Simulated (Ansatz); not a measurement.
Species: SiO2 (charge -1, doublet). 
Structure (B3LYP-D3(BJ)/def2-TZVP (Ansatz, a quantum-chemistry and plane-wave program) minimum search):
```
Si
O 1 1.5582
O 1 1.5582 2 137.37
```
Charge -1, spin multiplicity 2.

Total electronic energies in hartree. Correlated levels leave the core frozen unless marked. UHF or UKS for open shells. Spin-orbit coupling is left out. No relativistic terms. CBS marks a two-point X^-3 extrapolation of the correlation energy; Hartree-Fock from the larger set. [CCSD(T)-MP2]/basis is that difference in the basis named.

| level | program | energy (Eh) |
|---|---|---|
| revPBE-D3(BJ)/def2-TZVPD | Ansatz + dftd3 | -440.00579 |
| revPBE-D4/def2-TZVPD | Ansatz + dftd4 | -440.00889 |
| r2SCAN-D4/def2-TZVPD | Ansatz + dftd4 | -440.01004 |
| B97M-V/def2-TZVPD | Ansatz | -439.97868 |
| r2SCANh/def2-TZVPD | Ansatz | -439.99375 |
| B2GP-PLYP/def2-TZVPD | Ansatz | -439.82926 |
| MP2/cc-pV(Q+d)Z | Ansatz | -439.43687 |
| CCSD/cc-pV(Q+d)Z | Ansatz | -439.42357 |
| RI-MP2/CBS(aug-cc-pV(T+d)Z,aug-cc-pV(Q+d)Z)+[CCSD(T)-MP2]/aug-cc-pV(T+d)Z | Ansatz | -439.4997 |

Totals of different functionals don't rank their quality; only differences between species are comparable.
